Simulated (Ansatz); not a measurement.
```yaml
crystal:
  periodic: [false, false, false]
  atoms:
    - {symbol: C, position_ang: [-2.478092, 2.827718, -0.456082]}
    - {symbol: Al, position_ang: [-0.038795, 0.127894, -0.306460]}
    - {symbol: C, position_ang: [0.876270, -1.595186, 2.821588]}
    - {symbol: N, position_ang: [1.398241, -0.797440, -3.189556]}
    - {symbol: H, position_ang: [-3.030991, 3.804085, -2.182280]}
    - {symbol: H, position_ang: [-3.479198, 3.571825, 1.181328]}
    - {symbol: H, position_ang: [-0.667494, -2.803144, 3.484466]}
    - {symbol: H, position_ang: [2.544076, -2.793922, 2.601467]}
    - {symbol: H, position_ang: [1.265994, -0.248543, 4.341507]}
    - {symbol: H, position_ang: [1.028298, -0.031621, -4.891820]}
    - {symbol: H, position_ang: [2.705092, -2.169193, -3.365417]}
basis:
  gaussian: {orbitals: def2-TZVPP}
magnetization: {spin_polarized: true, initial_magnetization: 1}
hamiltonian: {xc: {name: r2SCANh}}
```

```sh
$ ansatz run in.yaml --threads 4 --pin off --events-out ev --progress --plain --max-ram 10444MiB
```

Shortened log:

```
Functional definition: r2SCANh
1197 factors; their error is unknown
mean field evaluation 1: about -10220.9275 eV, gradient 5.3e1 eV
mean field evaluation 2: about -9932.3546 eV, gradient 1.2e2 eV
mean field evaluation 4: about -9911.0444 eV, gradient 1.3e2 eV
mean field evaluation 8: about -10236.9899 eV, gradient 4.3e0 eV
mean field evaluation 16: about -10239.8420 eV, gradient 4.9e0 eV
mean field evaluation 32: about -10240.1099 eV, gradient 6.4e-6 eV
mean field -10240.10985680 eV, -376.3170962416 hartree, gradient 6.4e-6 eV, S^2 4.492139; 12 other end points of the search recorded, 0 dependent functions left out
reference -10240.10988487 eV, -376.3170972733 hartree; 20, 19 occupied and 213, 214 virtual orbitals, 1197 factors
Total energy: -10240.10988487 eV, -376.3170972733 hartree
```

What is wrong with this run?

The coordinates are in bohr but typed as ångström. The calculation finished and met its thresholds. The result belongs to that input, not to the molecule as meant.
